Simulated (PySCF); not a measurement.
# Cr⁺: ionisation energy

Cr⁺ [Ar] 3d5 (6S) → Cr²⁺ [Ar] 3d4 (5D), as a difference of total energies. All numbers are calculated (PySCF 2.14, scalar relativity by spin-free X2C-1e, in ANO-RCC-VTZP). Correlated levels: valence: [Ar] frozen. The calculations carry no spin-orbit coupling.

```json
{"method": "UHF", "ionisation energy (eV)": "15.028"}
{"method": "MP2 (valence)", "ionisation energy (eV)": "16.027"}
{"method": "SCS-MP2 (valence)", "ionisation energy (eV)": "15.361"}
{"method": "CCSD (valence)", "ionisation energy (eV)": "16.038"}
{"method": "CCSD(T) (valence)", "ionisation energy (eV)": "16.075"}
```

A first-order spin-orbit estimate (lowest level to lowest level, LS coupling) adds -0.053 eV.

Errors of the correlated levels include the incompleteness of this basis and the frozen core.

Task: Which method comes closest to the reference value, and which is furthest?

Result: The reference is 16.486 eV (measured; NIST Atomic Spectra Database, ionization energies). Closest: CCSD(T) (valence) (error -0.464 eV); furthest: UHF (error -1.511 eV), both after the spin-orbit estimate.
